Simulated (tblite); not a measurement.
Species: C7H5ClO3S.
Numbering: `[O:1]=[CH:2][c:3]1[cH:4][cH:5][cH:6][c:7]([S:8](=[O:9])(=[O:10])[Cl:11])[cH:12]1` (hydrogens: H13 on C2; H14 on C4; H15 on C5; H16 on C6; H17 on C12)

Computed with GFN2-xTB (tblite), gas phase: L-BFGS steps from a force-field or distance-geometry start until the largest atomic force falls under 0.01 eV/Å.

Step 3: E = -1020.3733 eV
```
atom  x, y, z in Å  |  force x, y, z in eV/Å
O1     -2.2843   -2.5750    0.1543   -0.153   0.109  -0.025
C2     -2.4640   -1.3902    0.0517    0.114  -0.232   0.078
C3     -1.3623   -0.4034    0.0136   -0.133   0.092  -0.043
C4     -1.6328    0.9574   -0.1517    0.167  -0.034   0.050
C5     -0.5929    1.8753   -0.1811   -0.188  -0.005  -0.052
C6      0.7191    1.4423   -0.0648    0.121  -0.069   0.023
C7      0.9749    0.0879    0.0873   -0.215   0.077   0.018
S8      2.6625   -0.4709    0.2696   -0.231  -0.103  -0.008
O9      2.7142   -1.5448    1.2123    0.120   0.321  -0.139
O10     3.5329    0.6551    0.3796    0.013  -0.140   0.157
Cl11    3.0280   -1.2974   -1.5639   -0.071   0.032   0.019
C12    -0.0398   -0.8453    0.1393    0.051   0.105  -0.040
H13    -3.4896   -0.9645   -0.0133    0.227   0.013  -0.016
H14    -2.6558    1.2967   -0.2463    0.061  -0.059   0.003
H15    -0.8095    2.9292   -0.3014    0.059  -0.112   0.023
H16     1.5268    2.1610   -0.0760    0.059  -0.212  -0.012
H17     0.1657   -1.9014    0.2811    0.000   0.217  -0.037
```

Step 4: E = -1020.3862 eV
```
atom  x, y, z in Å  |  force x, y, z in eV/Å
O1     -2.2899   -2.5770    0.1536   -0.046  -0.008   0.006
C2     -2.4602   -1.3925    0.0548    0.048  -0.100   0.004
C3     -1.3628   -0.4016    0.0119   -0.142  -0.024   0.008
C4     -1.6296    0.9582   -0.1498    0.026  -0.078   0.008
C5     -0.5929    1.8739   -0.1830   -0.113   0.012  -0.015
C6      0.7182    1.4427   -0.0644    0.064  -0.074   0.005
C7      0.9683    0.0916    0.0884   -0.093  -0.003   0.001
S8      2.6512   -0.4700    0.2644    0.080   0.092   0.043
O9      2.7203   -1.5350    1.2100   -0.002   0.070  -0.020
O10     3.5333    0.6474    0.3865   -0.094  -0.092   0.050
Cl11    3.0258   -1.2963   -1.5626   -0.091   0.024  -0.024
C12    -0.0433   -0.8411    0.1374    0.092   0.062  -0.021
H13    -3.4803   -0.9647   -0.0140    0.097   0.067  -0.006
H14    -2.6515    1.2934   -0.2460   -0.009  -0.012   0.002
H15    -0.8073    2.9236   -0.3003    0.014   0.050  -0.004
H16     1.5279    2.1519   -0.0764    0.156  -0.081  -0.012
H17     0.1658   -1.8928    0.2797    0.015   0.095  -0.026
```

Problem. Estimate the geometry and energy of step 5. (The exact step hangs on the optimiser's Hessian estimate; all steps are aligned on step 4, rigid shifts and turns removed.)

Solution. E = -1020.3885 eV, largest force 0.163 eV/Å
```
atom  x, y, z in Å  |  force x, y, z in eV/Å
O1     -2.2923   -2.5782    0.1536   -0.003  -0.091   0.019
C2     -2.4584   -1.3942    0.0558   -0.011  -0.018  -0.020
C3     -1.3648   -0.4019    0.0116   -0.024  -0.054   0.024
C4     -1.6288    0.9573   -0.1491   -0.035  -0.059  -0.007
C5     -0.5937    1.8736   -0.1837   -0.026   0.006   0.002
C6      0.7182    1.4420   -0.0643    0.014   0.019  -0.012
C7      0.9652    0.0927    0.0888    0.033  -0.013  -0.003
S8      2.6492   -0.4673    0.2629   -0.030  -0.136   0.084
O9      2.7222   -1.5315    1.2095   -0.037   0.048  -0.030
O10     3.5318    0.6434    0.3894    0.048   0.144   0.034
Cl11    3.0236   -1.2955   -1.5625   -0.093   0.028  -0.034
C12    -0.0436   -0.8388    0.1364   -0.014   0.008  -0.014
H13    -3.4760   -0.9637   -0.0143    0.046   0.074  -0.003
H14    -2.6502    1.2922   -0.2459   -0.034   0.001   0.002
H15    -0.8065    2.9227   -0.3000   -0.002   0.074  -0.011
H16     1.5309    2.1479   -0.0767    0.141  -0.066  -0.012
H17     0.1661   -1.8886    0.2789    0.027   0.035  -0.020
```

The energy changes by -0.0023 eV. The first-order estimate −F·Δx gives -0.0042 eV and the mean of the old and new forces, exact on a quadratic surface, -0.0023 eV. The step makes an angle of 44° with the force vector and moves no atom by more than 0.005 Å.

What follows is the cost of the whole relaxation. Hardware: one thread, Arm Neoverse N1 (aarch64), on a shared host. Cost: 1.6 s.
